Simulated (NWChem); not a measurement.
Everything below was run with NWChem. System: C5H4N, charge 0, spin multiplicity 2, at a geometry optimised with UB3LYP/def2-SVP. The structure started from a generated list of species. Its SCF solution wasn't tested for a lower state. Level: G0W0@UB3LYP/def2-SVP, RI basis def2-svp-rifit, VWN1-RPA local correlation.

Input file:

```
start mol
memory heap 200 mb stack 700 mb global 1700 mb
geometry units angstroms nocenter noautoz
  C     -0.662770     1.216124     0.000000
  C      0.715851     1.238827     0.000000
  C      1.351155    -0.013529     0.000000
  C      0.549285    -1.161568     0.000000
  N     -0.784904    -1.136738     0.000000
  C     -1.411413     0.052078     0.000000
  H      1.291765     2.169343     0.000000
  H      2.441694    -0.094660     0.000000
  H      1.014916    -2.154221     0.000000
  H     -2.506695     0.045113     0.000000
  symmetry group Cs
end
basis spherical
  * library def2-svp
end
basis "ri basis" bse spherical
  * library def2-svp-rifit
end
dft
  xc b3lyp
  odft
  mult 2
  iterations 100
  direct
  tolerances tight
end
task dft energy
gw
  states alpha occ 4 vir 2
  states beta occ 4 vir 2
end
task dft gw
```

Part of the output:

```
             Northwest Computational Chemistry Package (NWChem) 7.3.0
             --------------------------------------------------------

                                NWChem Input Module
                                -------------------

 Scaling coordinates for geometry "geometry" by  1.889725989
 (inverse scale =  0.529177249)

 Turning off AUTOSYM since
 SYMMETRY directive was detected!

                             Geometry "geometry" -> ""
                             -------------------------

 Output coordinates in angstroms (scale by  1.889725989 to convert to a.u.)

  No.       Tag          Charge          X              Y              Z
 ---- ---------------- ---------- -------------- -------------- --------------
    1 C                    6.0000    -0.66277000     1.21612400     0.00000000
    2 C                    6.0000     0.71585100     1.23882700     0.00000000
    3 C                    6.0000     1.35115500    -0.01352900     0.00000000
    4 C                    6.0000     0.54928500    -1.16156800     0.00000000
    5 N                    7.0000    -0.78490400    -1.13673800     0.00000000
    6 C                    6.0000    -1.41141300     0.05207800     0.00000000
    7 H                    1.0000     1.29176500     2.16934300     0.00000000
    8 H                    1.0000     2.44169400    -0.09466000     0.00000000
    9 H                    1.0000     1.01491600    -2.15422100     0.00000000
   10 H                    1.0000    -2.50669500     0.04511300     0.00000000

 Effective nuclear repulsion energy (a.u.)     196.5348151933

            Nuclear Dipole moment (a.u.)
            ----------------------------
        X                 Y               Z
 ---------------- ---------------- ----------------
    -0.0000000000     0.0000018897     0.0000000000

      Symmetry information
      --------------------

 Group name             Cs
 Group number              2
 Group order               2
 No. of unique centers    10

      Symmetry unique atoms

     1    2    3    4    5    6    7    8    9   10


 Summary of "ao basis" -> "" (spherical)
 ------------------------------------------------------------------------------
       Tag                 Description            Shells   Functions and Types
 ---------------- ------------------------------  ------  ---------------------
 *                          def2-svp                  on all atoms

 new library libraries.bse/

 Summary of "ri basis" -> "" (spherical)
 ------------------------------------------------------------------------------
       Tag                 Description            Shells   Functions and Types
 ---------------- ------------------------------  ------  ---------------------
 *                       def2-svp-rifit               on all atoms

                                 NWChem DFT Module
                                 -----------------

 Summary of "ao basis" -> "ao basis" (spherical)
 ------------------------------------------------------------------------------
       Tag                 Description            Shells   Functions and Types
 ---------------- ------------------------------  ------  ---------------------
 C                          def2-svp                 6       14   3s2p1d
 N                          def2-svp                 6       14   3s2p1d
 H                          def2-svp                 3        5   2s1p

 Summary of "ao basis" -> "ao basis" (spherical)
 ------------------------------------------------------------------------------
[...]
 overlap   0.997  0.840  0.842  0.996  0.999  0.958  0.999  0.978  0.931  0.910

   alpha     41     42     43     44     45     46     47     48     49     50
    beta     40     42     44     43     45     46     47     48     49     50
 overlap   0.975  0.976  0.964  0.990  0.983  0.982  0.991  0.987  0.985  0.986

   alpha     51     52     53     54     55     56     57     58     59     60
    beta     51     52     53     54     55     56     57     58     59     60
 overlap   0.983  0.989  0.993  0.991  0.997  1.000  0.999  1.000  1.000  1.000

   alpha     61     62     63     64     65     66     67     68     69     70
    beta     61     62     63     64     65     66     67     68     69     70
 overlap   0.999  1.000  0.997  0.997  0.995  1.000  0.993  0.994  0.990  0.999

   alpha     71     72     73     74     75     76     77     78     79     80
    beta     71     72     73     74     75     76     77     78     79     80
 overlap   0.994  0.999  0.993  0.960  0.953  0.988  0.991  0.996  0.999  0.995

   alpha     81     82     83     84     85     86     87     88     89     90
    beta     81     82     83     84     85     86     87     88     89     91
 overlap   0.999  0.989  0.992  0.985  0.992  0.994  0.998  0.999  0.996  0.997

   alpha     91     92     93     94     95     96     97     98     99    100
    beta     90     92     93     94     95     96     97     98     99    100
 overlap   0.999  0.999  0.999  1.000  0.999  0.999  1.000  0.996  0.992  0.992

   alpha    101    102    103    104
    beta    101    102    103    104
 overlap   0.999  1.000  1.000  1.000

     --------------------------
     Expectation value of S2:
     --------------------------
      <S2> =      0.7576 (Exact =     0.7500)

 center of mass
 --------------
 x =  -0.05391940 y =   0.00074267 z =   0.00000000

 moments of inertia (a.u.)
 ------------------
         285.380680640492         -17.785877809974           0.000000000000
         -17.785877809974         301.676251363407           0.000000000000
           0.000000000000           0.000000000000         587.056932003898

     Multipole analysis of the density
     ---------------------------------

     L   x y z        total         alpha         beta         nuclear
     -   - - -        -----         -----         ----         -------
     0   0 0 0     -0.000000    -21.000000    -20.000000     41.000000

     1   1 0 0      0.627937      1.006627     -0.378691     -0.000000
     1   0 1 0      0.346875     -1.087128      1.434002      0.000002
     1   0 0 1     -0.000000      0.000000     -0.000000      0.000000

     2   2 0 0    -22.946202   -102.028913    -98.339849    177.422560
     2   1 1 0     -0.799078     -3.098822     -7.068097      9.367841
     2   1 0 1     -0.000000     -0.000000     -0.000000      0.000000
     2   0 2 0    -26.279622    -97.554838    -87.985815    159.261032
     2   0 1 1      0.000000      0.000000      0.000000      0.000000
     2   0 0 2    -27.097610    -13.860791    -13.236819      0.000000

 Task  times  cpu:        8.8s     wall:        8.8s

                                NWChem Input Module
                                -------------------

                                 NWChem GW Module
                                 ----------------

                             ***********************
                             ***        GW       ***
                             ***********************

 Summary of "ri basis" -> "ri basis" (spherical)
 ------------------------------------------------------------------------------
       Tag                 Description            Shells   Functions and Types
 ---------------- ------------------------------  ------  ---------------------
 C                       def2-svp-rifit             16       48   6s5p4d1f
 N                       def2-svp-rifit             16       48   6s5p4d1f
 H                       def2-svp-rifit              6       14   3s2p1d

                 Memory Information
                 ------------------
          Available GA per process is          1699.8 MBs
          Available stack per process is        700.0 MBs
          Available heap per process is           0.0 MBs

          Peak memory in Initialization
              Peak GA per process is                 13.2 MBs
              Peak stack per process is               0.1 MBs
              Peak heap per process is               13.4 MBs
              Memory not in MA per process            0.0 MBs

          Peak memory in AFF Calculation
              Peak GA per process is                110.4 MBs
              Peak stack per process is              89.4 MBs
              Peak heap per process is                0.0 MBs
              Memory not in MA per process           89.4 MBs

          Computing 2-center integrals
          Computing Inverse Cholesky factor
          Computing 3-center integrals
          Computing V_xc ...

          Computing Sigma_x
          Computing RPA polarizability
          Solving quasiparticle equations

                  Alpha Orbitals
          State     Energy (eV)     Error (eV)
          -----------------------------------
@GW        18        -10.003           0.004
@GW        19         -9.718           0.004
@GW        20         -9.365           0.004
@GW        21         -8.424           0.004
@GW        22          1.483           0.002
@GW        23          1.886           0.002

                   Beta Orbitals
          State     Energy (eV)     Error (eV)
          -----------------------------------
@GW        17        -13.128           0.002
@GW        18         -9.921           0.004
@GW        19         -9.187           0.004
@GW        20         -8.960           0.004
@GW        21         -0.387           0.002
@GW        22          1.485           0.002

   Applying  -1.7695 eV scissor-shift to rest of particle states

   Applying   2.5870 eV scissor-shift to rest of hole states

   Applying  -1.6928 eV scissor-shift to rest of particle states

   Applying   2.3433 eV scissor-shift to rest of hole states

     GW Timing Statistics
   ------------------------
   Init.   :          0.0s
     ERIs  :          0.5s
     Distr.:          0.0s
     Vxc   :          0.8s
   Sigma_x :          0.0s
   RPA     :          4.7s
   Wmn     :          0.1s
   Sigma_c :          0.0s
   GW total:          6.2s

 Task  times  cpu:        6.2s     wall:        6.2s

 Total times  cpu:       15.0s     wall:       15.0s
```
